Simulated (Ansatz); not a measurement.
Compare A (`C#[C][AlH][CH3]`) with its isomer B (`C[C]1=[CH][AlH]1`).

Isolated molecules relaxed with PBE0-D4/def2-TZVP in Ansatz; ΔE leaves out vibrations. CBS: MP2 limit from def2 TZ/QZ plus the TZ coupled-cluster correction, frozen cores. This one scheme is used for every species. Functionals use def2-TZVPP. B3LYP here is the variant with VWN-RPA as its local correlation; programs differ in this.

**Question.** Which is lower in electronic energy at CCSD(T)/CBS, and by how much? (An estimate is asked.)

**Answer.** Ansatz gave: A, by 73.7 kJ/mol.

**Question.** Give E(B) − E(A) in kJ/mol with ωB97M-V, PBE-D4, B3LYP-D4, B3LYP, LDA (SPW92), r2SCAN-D4, CCSD/def2-TZVPP. (An estimate is asked.)

**Answer.** The calculation gave: ωB97M-V 65.2, PBE-D4 45.4, B3LYP-D4 69.9, B3LYP 73.0, LDA (SPW92) 20.6, r2SCAN-D4 54.9, CCSD/def2-TZVPP 77.0. None reverses the order clearly.

Largest T1 diagnostic: 0.013.

At CCSD(T), def2-SVP lies −15.3 kJ/mol from the extrapolated value and def2-TZVPP +0.7 kJ/mol. The D4 term adds −3.1 kJ/mol with B3LYP and −1.4 kJ/mol with PBE0; it sums over pairs of atoms, weighted by their polarisabilities, and B3LYP, whose exchange is more repulsive, gets the larger term.
